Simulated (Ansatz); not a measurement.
`[NH]=[V]([NH2])([OH])[F]` + `N[Si](N)([SiH3])Cl` → `[NH]=[V]([NH2])([NH2])[OH]` + `N[Si](F)([SiH3])Cl`  (redistribution)

Program: Ansatz. Geometries: PBE0-D4/def2-TZVP. ΔE: electronic, gas phase. CCSD(T)/CBS adds triple-zeta CCSD(T) − MP2 to the extrapolated MP2 energy (def2 sets, frozen cores). Functionals use def2-TZVPP. For V outer-core shells are correlated without core-valence functions, which leaves a few kJ/mol of doubt a bond. Scalar relativity is left out up to krypton. One conformer a species, not always the lowest.

```tsv
level	ΔE (kcal/mol)
BLYP-D4	3.9
B97M-V	4.3
```

**Question.** What does CCSD(T)/CBS give? (Estimate.)

**Answer.** Ansatz gave: +0.5 kcal/mol. The listed levels differ from it by 3.4, 3.8 kcal/mol.

Largest T1 diagnostic among the species: 0.030, so the coupled-cluster value is less sure than usual.

From r2SCAN to r2SCAN0 (25 % exact exchange), in def2-TZVPP and without D4, ΔE moves by −1.0 kcal/mol. At CCSD(T), def2-SVP lies +5.1 kcal/mol from the extrapolated value and def2-TZVPP +0.9 kcal/mol.
